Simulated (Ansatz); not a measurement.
```xyz
11

N    -1.5720   -0.3400    0.0892
C    -0.3589    0.4194    0.2203
C     0.8510   -0.3898    0.7211
Si    0.9880    0.1599   -1.0383
H    -2.2251    0.1087   -0.5385
H    -2.0291   -0.4621    0.9861
H    -0.4222    1.4153    0.6677
H     1.4646    0.0671    1.4902
H     0.6416   -1.4408    0.8953
H     1.8860    1.2859   -1.3744
H     0.7761   -0.8234   -2.1189
```

Total charge 0; spin multiplicity 1.

**Question.** List the PBE/def2-TZVPP orbital energies in eV (Ansatz 0.2.0). (Estimate.)

**Answer.** Computed: Occupied: -1779.20, -380.10, -269.58, -268.69, -137.01, -93.75, -93.73, -93.72, -22.06, -18.58, -14.14, -12.61, -11.86, -11.64, -10.34, -9.28, -8.29, -7.05, -6.22, -5.12. Lowest empty: -0.50, 0.20, 0.51, 0.88, 1.24, 1.88, 2.12, 2.16.
